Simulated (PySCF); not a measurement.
C₆H₄O.

```xyz
11

C      0.0190    -2.9723     0.0000
C      0.0062    -1.7592     0.0000
C      0.0067    -0.3396     0.0000
C      1.1494     0.5376     0.0000
C      0.6477     1.8008     0.0000
O     -0.7026     1.7735     0.0000
C     -1.0877     0.4893     0.0000
H      0.0273    -4.0464     0.0000
H      2.1950     0.2410     0.0000
H      1.1077     2.7853     0.0000
H     -2.1562     0.2923     0.0000
```
Charge 0, spin multiplicity 1.

Geometry optimised at PBE0-D3(BJ)/def2-SVP.

These are PBE0/pcSseg-1 in PySCF values and carry that method's errors. Non-relativistic, no solvent.

Computed absolute GIAO shielding of each atom: isotropic value and principal components (ppm):
```tsv
atom	σ(iso)	σ11	σ22	σ33	span
C1	95.6	27.4	49.3	210.1	182.7
C2	106.4	8.0	10.1	301.3	293.3
C3	71.7	-4.3	68.3	151.1	155.4
C4	63.8	-19.9	60.0	151.4	171.3
C5	38.7	-36.9	46.5	106.4	143.4
O6	29.0	-123.9	-44.2	255.3	379.2
C7	31.8	-51.8	40.3	106.9	158.8
H8	28.1	23.9	24.5	35.9	12.1
H9	24.6	22.6	24.9	26.4	3.7
H10	24.0	21.1	25.0	25.9	4.8
H11	23.6	20.8	23.9	26.2	5.3
```
